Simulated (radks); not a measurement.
Ionisation ladder of terbium, from Tb LIX to Tb LXI. Each ion is in the ground configuration listed by NIST, and IE = E(next ion) - E(this ion). Method: Dirac Kohn-Sham, PBE, spin-unpolarised, spherical densities, finite nucleus; open shells fill j = l - 1/2 first; Fermi nuclear charge, rms radius 5.06 fm; computed with a radial shooting solver on a logarithmic mesh with Libxc functionals.

species  configuration  IE, Delta-SCF (eV)  -e(HOMO) (eV)   HOMO  <r> HOMO (bohr)
Tb LIX    [He] 2s2 2p3                   ?        12422.4  2p3/2           0.0794
Tb LX     [He] 2s2 2p2             13700.5        13540.4  2p1/2           0.0725
Tb LXI    [He] 2s2 2p1             14020.8        13860.7  2p1/2           0.0720

Estimate the withheld Delta-SCF values.

Answer. Tb LIX: 12569.0 eV (NIST 12563).

Beside tabulated values, note that spin-unpolarised runs miss the spin-polarisation part of the exchange energy of open shells.
